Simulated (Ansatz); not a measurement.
Problem. Name a neutral molecule of C, Si and H with HOMO energy (ωB97M-V/def2-TZVPP) between -9.85 and -9.55 eV and HOMO–LUMO gap (ωB97M-V/def2-TZVPP) between 11.05 and 11.35 eV (Ansatz, PBE0-D4/def2-TZVP geometry).

Solution. `C=C[SiH2][SiH3]` (-9.70 eV, 11.06 eV); `C[SiH]([SiH3])[SiH3]` (-9.69 eV, 11.11 eV). Other molecules can fit too; these were computed, each in one conformer that needn't be the lowest.
